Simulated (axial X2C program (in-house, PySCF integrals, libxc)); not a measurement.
**PSe⁻: properties at the nuclei**

Calculated with an in-house all-electron X2C program for linear molecules (integrals from PySCF): two-component X2C with atomic mean-field Coulomb and Gaunt terms, Gaussian nuclei, basis Se dyall-acv3z, P dyall-av3z with contracted cores.

R = 2.146 Å (near the PBE0 minimum at charge -1 of the determinant lowest at the starting distance; the state shown can have its own minimum elsewhere).

Input and command:
```json
{"zs": [34, 15], "q": -1, "bas": ["dyall-acv3z", "dyall-av3z"], "r0": 2.09, "levels": ["PBE0", "HF", "r2SCAN", "B3LYP", "PBE50"], "nst": 3}
```
```bash
python soeom.py task.json out
```

Keys: zs atomic numbers; q charge; bas basis sets; r0 starting distance in Å; levels methods; nst determinants followed.

Determinant lowest in the PBE0 search, Ω = 1 (⟨Sz⟩ = 1.00, ⟨Lz⟩ = 0.00 at PBE0), spin on the atoms Se 0.24, P 0.76:

```tsv
level	Eeff magnitude (GV/cm)	Ws magnitude Se (kHz)	Ws magnitude P (kHz)	A∥/gI Se (MHz)	qzz Se (a.u.)	A∥/gI P (MHz)	qzz P (a.u.)
PBE0	0.0407	0.0239	0.0102	-153	2.48	-123	0.17
HF	0.0604	0.0848	0.0227	-59.9	3.22	-61.8	-0.11
r2SCAN	0.0838	0.0848	0.0133	-118	2.44	-66.2	0.23
B3LYP	0.0808	0.00141	0.0074	-146	2.40	-106	0.24
PBE50	0.00175	0.0477	0.0134	-120	2.72	-111	0.10
```

Determinant 0.54 eV from it at PBE0 and this distance, Ω = 0 (closed shell), highest spinor 51% P p, 23% Se p, 12% Se d:

```tsv
level	qzz Se (a.u.)	qzz P (a.u.)
PBE0	2.07	0.28
HF	2.59	-0.04
r2SCAN	1.99	0.34
B3LYP	2.06	0.30
PBE50	2.26	0.20
```

Eeff is the effective electric field on the electron electric dipole moment in this Ω state and Ws the scalar–pseudoscalar constant of the nucleus named (defined with the proton number Z and per Ω); A∥ (defined per Ω) follows by multiplying with gI = μI/(I μN); qzz is the electric field gradient, eQq0 = 234.96 MHz × Q/barn × qzz. The operators were transformed with the bare-nucleus X2C matrices; with these basis sets, hyperfine constants and field gradients can be off by tens of per cent, and where levels differ in sign neither size nor sign is settled.

With gI(31P) = 2.2632 (g factors from the IAEA table of nuclear moments by Stone), turn the PBE0 values of the first state into constants in MHz.

A∥(31P) = -123 × 2.2632 = -278 MHz.

Each state is one determinant with collinear spin, which with several unpaired electrons need not be a pure state. Unrestricted Hartree–Fock can overshoot spin polarisation at the nuclei. In the state Ω = 1 the sign of Eeff differs between levels (HF, r2SCAN, PBE50 against PBE0). For an anion, determinants above electron detachment, or with a positive highest level, are held by the basis set. A closed determinant beside an open π² or δ² triplet, such as (π1/2)², mixes with its partner pair into the 0⁺ component of the triplet and ¹Σ⁺, so its energy is not that of a level, and 0⁺ can lie lowest. With several open shells hyperfine constants can be off by a factor of several. Where Eeff spreads by more than a factor of two the levels disagree and none is to be relied on. Open-shell Ω = 0 determinants with evenly filled partner blocks cannot be reached by this program, so the Ω shown need not be the lowest component. The search compared states at one distance, so a state with another bond length can lie lower. Further determinants of the search, some of them spin-mixed, are not shown. Where a field gradient or hyperfine factor spreads by more than a factor of two over the levels, a constant derived from it is not to be relied on. PBE0 term energies can be off by some tenths of an eV.
